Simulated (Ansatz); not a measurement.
Harmonic frequencies (cm⁻¹) at PBE0-D4/def2-TZVP from Ansatz: 197, 257, 356, 443, 461, 498, 517, 614, 634, 680, 767, 852, 893, 918, 931, 998, 1060, 1092, 1238, 1266, 1343, 1404, 1534, 1965, 2269, 2679, 3063, 3142, 3148, 3545.

Each molecule was computed in one conformer, which needn't be the lowest.

**Question.** Which molecule is it?
A. `BN[CH]1[CH2][AlH]1`
B. `CN=C=C=N`
C. `BNBNC`
D. `C[NH][GaH][SH]`

**Answer.** A.
